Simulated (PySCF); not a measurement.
Species: BF3.
Bonds: B1–F2, B1–F3, B1–F4.

A GFN2-xTB structure was refined with PBE0-D3(BJ)/def2-SVP geometry optimisation, gas phase in PySCF. Its GFN2-xTB values:

```csv
coordinate,GFN2-xTB
B1–F2,1.301 Å
B1–F4,1.301 Å
F2–B1–F3,120.0°
```

How do these coordinates change at the PBE0-D3(BJ)/def2-SVP level?

```
coordinate  PBE0-D3(BJ)/def2-SVP (Å or °)  change
     B1–F4                          1.311  +0.010
     B1–F2                          1.311  +0.010
  F2–B1–F3                          120.0     0.0
```

The energy falls by 0.20 kcal/mol over 6 energy and gradient evaluations, the largest force component goes from 0.0113 to 3.7e-04 Eh/bohr, and the atoms move by 0.009 Å rms after alignment. Among the bonds, B1–F2, B1–F3 and B1–F4 change most and about equally (+0.010 Å). Bonds longer at the end by more than 0.005 Å: 3 of 3; shorter: 0. Rotational constants go from 10486, 10482, 5242 to 10325, 10312, 5159 MHz.

The run used 56 basis functions and 30 SCF cycles in all.

PBE0-D3(BJ)/def2-SVP frequencies: not computed here.
